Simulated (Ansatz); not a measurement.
# Scan of the Al2–H6 bond length

AlNH₃I (SMILES [NH2][AlH][I]), singlet, at its PBE0-D4/def2-TZVP minimum:

| atom | x (Å) | y (Å) | z (Å) |
| --- | --- | --- | --- |
| N1 | -0.6226 | 0.2996 | -0.7551 |
| Al2 | 0.3981 | 0.0024 | 0.6438 |
| I3 | 1.5784 | -2.1706 | 0.7446 |
| H4 | -1.1500 | 1.1447 | -0.9049 |
| H5 | -0.7611 | -0.3471 | -1.5145 |
| H6 | 0.5572 | 1.0710 | 1.7861 |

The bond length Al2–H6 (1.572 Å at the minimum) is set to the values below, the two halves moving rigidly along the bond. Each method's energies count from its own value at the PBE0-D4 minimum structure. Ansatz 0.2.0; basis: def2-TZVPP; cores frozen in the correlated methods. Filled d shells of the heavier atoms are correlated. Core potentials replace the inner electrons of the atoms past krypton. The def2 sets are not built for correlating such inner shells, so the correlated values are less sure here.

CCSD(T) energies along the scan:
```csv
bond length (Å),CCSD(T) (kcal/mol)
1.415,4.71
1.447,2.81
1.493,1.00
1.547,0.07
1.607,0.24
1.671,1.52
1.740,3.87
1.812,7.12
1.887,11.11
```
They count from the CCSD(T) energy at the PBE0-D4 minimum.

Minimum and curvature along this coordinate at CCSD(T): A fifth-order fit through the nearest points gives 1.568 Å, with a curvature of about 14 eV/Å².

**Question.** Treat the two halves as rigid bodies and work out the harmonic wavenumber of this stretch from that curvature (ν̃ = 521.5 √(k/μ) cm⁻¹ with k in eV/Å² and μ in u).

**Answer.** The halves weigh 169.91 and 1.01 u, so μ = 169.91 × 1.01/170.92 = 1.004 u and ν̃ = 521.5 √(14/1.004) ≈ 1900 cm⁻¹. A true normal mode mixes in other motions, so this is a guide only.

Largest difference from the CCSD(T) curve over the scan: r2SCAN-D4 0.31; PBE0-D4 0.50; wB97M-V 0.81; HF 1.25 kcal/mol. Each curve counts from its own value at the minimum.

No T1 diagnostic of these runs exceeds 0.010.

For scale, one of the runs: CCSD(T)/def2-TZVPP, 165 basis functions (an equivalent command: `ansatz run in.yaml --threads 2`). Hardware: 2 CPU threads, shared host. Wall time 21 s; peak host memory 1.5 GiB.
